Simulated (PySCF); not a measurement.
## From a raw peak list to a structure

Formula C$_{6}$H$_{6}$F$_{2}$. The spectrum was simulated from the full spin Hamiltonian at 90 MHz with 0.6 Hz Lorentzian lines, from shifts rounded to 0.01 ppm and J to 0.1 Hz, couplings under 1 Hz left out.

```tsv
region	integral (H)	ppm	Hz	height
1	1	4.004	360.4	6
1		3.907	351.7	11
1		3.897	350.8	13
1		3.814	343.2	10
1		3.804	342.4	19
1		3.801	342.1	20
1		3.792	341.2	9
1		3.708	333.7	16
1		3.699	332.9	11
1		3.694	332.5	10
1		3.601	324.1	8
2	2	2.175	195.8	6
2		2.165	194.9	7
2		2.083	187.5	17
2		2.074	186.7	27
2		1.996	179.6	23
2		1.984	178.6	39
2		1.902	171.2	22
2		1.888	169.9	40
2		1.806	162.5	10
2		1.796	161.7	11
3	3	1.104	99.4	36
3		1.097	98.7	59
3		1.091	98.2	37
3		1.010	90.9	100
3		1.003	90.2	77
3		0.923	83.1	24
3		0.914	82.3	39
3		0.904	81.4	21
```

$^{13}$C{$^{1}$H} NMR (computed): δ 128.0 (C, dd, J = 3.4, 2.0 Hz), 124.0 (C, dd, J = 526.9, 25.7 Hz), 123.2 (C, dd, J = 525.1, 26.0 Hz), 79.1 (CH, d, J = 1.5 Hz), 28.4 (CH2), 19.4 (CH3).

PySCF 2.14 calculation with J: B3LYP/pcJ-1 (spin–dipole term only in couplings to heteroatoms), PBE0-D3(BJ)/def2-SVP geometry and σ from GIAO-B3LYP/pcSseg-1; one computed conformer, no relativistic terms, rapidly exchanging positions averaged, gas phase.

Shifts are taken against calculated references (same method and geometry level): $^{1}$H and $^{13}$C vs TMS.

Problem. Analyse the multiplets.

Solution. $^{1}$H NMR (90 MHz, computed): δ 3.80 (ddt, J = 10.5, 8.7, 8.6 Hz, 1H), 1.98 (quint, J = 8.4 Hz, 2H), 1.01 (t, J = 8.3 Hz, 3H). These are first-order names from the parameters used; overlap and second-order distortion can hide them in the list.

Problem. What is the compound?

Solution. `InChI=1S/C6H6F2/c1-2-3-4-5(7)6(4)8/h3H,2H2,1H3`.

Atoms are numbered as in `[CH3:1][CH2:2][CH:3]=[C:4]1[C:5]([F:6])=[C:7]1[F:8]`. Each H is labelled by its parent atom.

1. δ 3.80: H(C3), hydrogen on an alkene CH, coupled to F6 (10.5 Hz), F8 (8.7 Hz), H(C2) (8.6 Hz).
2. δ 1.98: H(C2), hydrogen on an allylic sp3 CH2, coupled to H(C3) and H(C1) (8.4 Hz).
3. δ 1.01: H(C1), hydrogen on a methyl carbon, coupled to H(C2) (8.3 Hz).

The shifts were computed for this structure.

C–F couplings over four or more bonds (about 3 Hz to the para carbon of a fluoroarene) are left out. Common functionals overestimate the size of one-bond C–F couplings by tens of Hz; these are unscaled. Splittings below 1 Hz are ignored in the labels, and close J values are merged. Unscaled 3J(H,H) at this level run about 10 % above measured values. Shifts are as computed. Against solution values, carbons near 30 ppm lie about +2 ppm off and those near 130 ppm about +6 ppm. Of 1211 compounds with measured shifts, 218 miss one by over three times the rms of a fit or turn the order of signals round; such compounds aren't used in these exercises. Couplings across =CH–CH2 type bonds come from one rotamer and its mirror image, and can be 1–2 Hz further off.
